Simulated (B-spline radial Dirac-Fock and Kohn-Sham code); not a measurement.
# Scattering functions of Pr²⁵⁺

System: Pr²⁵⁺ in the configuration [Ar] 3d10 4s2 4p4.

Input file task.json (cfg lists n, l and occupation; rrms is the nuclear radius in fm):

```json
{"items": [{
  "Z": 59,
  "q": 25,
  "cfg": [[1, 0, 2], [2, 0, 2], [2, 1, 6], [3, 0, 2], [3, 1, 6], [3, 2, 10], [4, 0, 2], [4, 1, 4]],
  "A": 141,
  "rrms": 4.8919,
  "do": ["scatter"],
  "s": [0.0, 0.09, 0.11, 0.13, 0.15, 0.18, 0.21, 0.24, 0.28, 0.33, 0.39, 0.45, 0.53, 0.62, 0.73, 0.85, 0.99, 1.16, 1.36, 1.59, 1.86, 2.18, 2.54],
  "pz": [0, 0.1, 0.14, 0.19, 0.25, 0.35, 0.47, 0.65, 0.88, 1.2, 1.6, 2.2, 3.1, 4.2, 5.7, 7.8, 11.0, 14.0, 20.0, 27.0, 37.0],
  "hv_scatter": [1000, 2000, 5000, 10000, 20000, 50000, 200000, 1000000]
}]}
```

Command: `python xray_run.py task.json out`

Model: Dirac-Fock orbitals of the configuration average with a finite nucleus. Program: a radial atomic solver. f₀ is the Fourier transform of the spherical electron density, S the Waller-Hartree incoherent function, and s = sin θ/λ. The electron scattering factor follows from the Mott-Bethe formula f_e = 0.023934 Å⁻¹·(Z − f₀)/s².

| s (Å⁻¹) | f₀ | S | f_e (Å) |
| --- | --- | --- | --- |
| 0 | 34.000 | 0.000 | – |
| 0.09 | 33.782 | 0.225 | 74.515 |
| 0.11 | 33.675 | 0.335 | 50.093 |
| 0.13 | 33.548 | 0.464 | 36.046 |
| 0.15 | 33.401 | 0.613 | 27.231 |
| 0.18 | 33.144 | 0.870 | 19.100 |
| 0.21 | 32.845 | 1.166 | 14.195 |
| 0.24 | 32.508 | 1.494 | 11.008 |
| 0.28 | 32.002 | 1.978 | 8.242 |
| 0.33 | 31.290 | 2.640 | 6.090 |
| 0.39 | 30.337 | 3.494 | 4.510 |
| 0.45 | 29.303 | 4.383 | 3.510 |
| 0.53 | 27.843 | 5.583 | 2.655 |
| 0.62 | 26.154 | 6.903 | 2.045 |
| 0.73 | 24.119 | 8.432 | 1.567 |
| 0.85 | 22.030 | 9.971 | 1.225 |
| 0.99 | 19.837 | 11.603 | 0.956 |
| 1.16 | 17.539 | 13.376 | 0.737 |
| 1.36 | 15.259 | 15.220 | 0.566 |
| 1.59 | 13.035 | 17.094 | 0.435 |
| 1.86 | 10.827 | 19.044 | 0.333 |
| 2.18 | 8.739 | 21.063 | 0.253 |
| 2.54 | 7.077 | 22.986 | 0.193 |

f₀ starts at the number of electrons, 34, and has fallen to half at s ≈ 1.21 Å⁻¹. The sum of ⟨r²⟩ over the electrons is 3.680 bohr². For an ion f_e diverges as s goes to zero, because of the net charge.

Values without a named source are computed, but for edge energies of neutral atoms, which are taken from tables.
